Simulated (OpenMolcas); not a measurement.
Computed transition rates of Ar IV

```yaml
Program: OpenMolcas 26.06
Method: "SS-CASPT2, IPEA 0.25 Eh, imaginary shift 0.1 Eh (closed shells correlated: 2s 2p 3s)"
Basis: ANO-RCC-VQZP [6s5p3d2f1g]
Scalar_Hamiltonian: DKH2, point nucleus
Active_space: 3 electrons in 3 orbitals (3p)
State_averaging: 2S+1 = 4 odd, 1 root; 2S+1 = 2 odd, 8 roots
Spin-orbit_coupling: state interaction with AMFI integrals over the reference wave functions, term energies averaged over their components
```

Rates come from the transition moments of the reference wave functions (E1 and E2 in the length form). At fixed line strength A goes as λ^-3 for E1 and M1 and as λ^-5 for E2, so a rate at the computed wavelength can be rescaled to the measured one. Measured vacuum wavelengths follow from level energies in Saloman, J. Phys. Chem. Ref. Data 39, 033101 (2010). Branching counts decays inside the model space alone, at computed energies, and the table is only a selection of the E2 and M1 lines, drawn from those between levels with measured partners whose computed energy lies within a factor of 1.5 of the measured one.

```tsv
Upper	Lower	Type	λ computed (nm)	λ measured (nm)	A computed (s-1)	A rescaled (s-1)	Branching %
3s² 3p³ ²D°_5/2	3s² 3p³ ²D°_3/2	M1	94920	77400	1.26e-05	2.32e-05	0.7
3s² 3p³ ²P°_1/2	3s² 3p³ ²D°_5/2	E2	675	733.4	2.02e-01	1.33e-01	11.5
3s² 3p³ ²P°_1/2	3s² 3p³ ²D°_3/2	M1	670.3	726.5	4.19e-01		23.7
3s² 3p³ ²P°_1/2	3s² 3p³ ²D°_3/2	E2	670.3	726.5	3.12e-01	2.09e-01	17.7
3s² 3p³ ²P°_3/2	3s² 3p³ ²D°_5/2	M1	668.7	724	3.81e-01		10.4
3s² 3p³ ²P°_3/2	3s² 3p³ ²D°_5/2	E2	668.7	724	3.68e-01	2.47e-01	10.1
3s² 3p³ ²P°_3/2	3s² 3p³ ²D°_3/2	M1	664	717.3	6.89e-01		18.9
3s² 3p³ ²P°_3/2	3s² 3p³ ²D°_3/2	E2	664	717.3	1.60e-01	1.09e-01	4.4
3s² 3p³ ²D°_3/2	3s² 3p³ ⁴S°_3/2	M1	465.6	474.1	1.51e-02		94.2
3s² 3p³ ²D°_3/2	3s² 3p³ ⁴S°_3/2	E2	465.6	474.1	9.30e-04		5.8
3s² 3p³ ²D°_5/2	3s² 3p³ ⁴S°_3/2	E2	463.3	471.3	1.48e-03		80.2
3s² 3p³ ²D°_5/2	3s² 3p³ ⁴S°_3/2	M1	463.3	471.3	3.53e-04		19.1
3s² 3p³ ²P°_1/2	3s² 3p³ ⁴S°_3/2	M1	274.8	286.9	8.32e-01		47.1
3s² 3p³ ²P°_3/2	3s² 3p³ ⁴S°_3/2	M1	273.7	285.5	2.05e+00		56.2
```

Spin-changing lines and M1 lines between different terms are not rescaled, since their strength hangs on the term gaps too.

The largest correction is for 3s² 3p³ ²D°_5/2 → 3s² 3p³ ²D°_3/2 (M1): 1.26e-05 × (94920 / 77400)^3 = 2.32e-05 s-1, a factor of 1.84.

No measured rate stands beside these. Rescaling mends the energy factor alone: line strengths can still be far off where a level mixes with configurations outside the active space, and weak or spin-changing lines hang on small mixing coefficients that depend on the term gaps too, so rescaling need not improve them.

CASPT2 breaks the degeneracy within a term, and the mean is taken; among the terms shown or strongly mixed into the levels shown the widest spread is 210 cm-1 (3s² 3p³ ²D°). With the s shell closed, the reference lacks s² → p² mixing. Measured partners are found by configuration, term and J. A level has none where our copy of the source lacks it or the pairing is in doubt (some pairs that miss far off the trend of their configuration count as doubtful). Only configurations of the active space appear.

° marks odd parity.
